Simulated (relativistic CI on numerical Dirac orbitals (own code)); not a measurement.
# Charge states of chlorine

These numbers are calculated, not measured: Dirac-Coulomb-Breit CI, orbitals from a KLI potential per configuration, model QED, valence Slater integrals scaled by 0.9 (own radial code, finite nucleus).

Each species is treated in one configuration, given outside its closed core. Radial values are for the open shell of highest l, unscaled and averaged over j; ζ includes the Breit term. Labels give the leading LS character, summed over repeated terms.

```
  Ion  Configuration  Its lowest level  LS weight (%)  ζ (cm⁻¹)  ⟨r⟩ (bohr)  ⟨r²⟩ (bohr²)    g_J  g√(J(J+1))
   Cl        3s2 3p5           2P°_3/2            100     595.9       1.848         4.095  1.334        2.58
  Cl⁺        3s2 3p4              3P_2            100     689.5       1.716         3.467  1.500        3.67
 Cl²⁺        3s2 3p3           4S°_3/2            100     788.7       1.613         3.033  2.002        3.88
 Cl³⁺        3s2 3p2              3P_0            100     893.8       1.529         2.706               0.00
 Cl⁴⁺         3s2 3p           2P°_1/2            100      1005       1.457         2.449  0.666        0.58
 Cl⁵⁺            3s2              1S_0            100                                                   0.00
 Cl⁶⁺             3s            2S_1/2            100                 1.274         1.843  2.002        1.73
 Cl⁷⁺        2s2 2p6              1S_0            100                                                   0.00
 Cl⁸⁺        2s2 2p5           2P°_3/2            100      9034      0.3858         0.183  1.333        2.58
 Cl⁹⁺        2s2 2p4                 ?              ?         ?           ?             ?      ?           ?
Cl¹⁰⁺        2s2 2p3           4S°_3/2             99     10380      0.3623          0.16  1.997        3.87
Cl¹¹⁺        2s2 2p2              3P_0             99     11100      0.3518        0.1504               0.00
Cl¹²⁺         2s2 2p           2P°_1/2            100     11870      0.3423        0.1419  0.664        0.57
Cl¹³⁺            2s2              1S_0            100                                                   0.00
Cl¹⁴⁺             2s            2S_1/2            100                0.3791        0.1678  2.000        1.73
Cl¹⁵⁺            1s2              1S_0            100                                                   0.00
```

**Question.** Fill in the row of Cl⁹⁺.

**Answer.** Its lowest level 3P_2; LS weight (%) 99; ζ (cm⁻¹) 9686; ⟨r⟩ (bohr) 0.3736; ⟨r²⟩ (bohr²) 0.1708; g_J 1.493; g√(J(J+1)) 3.66.
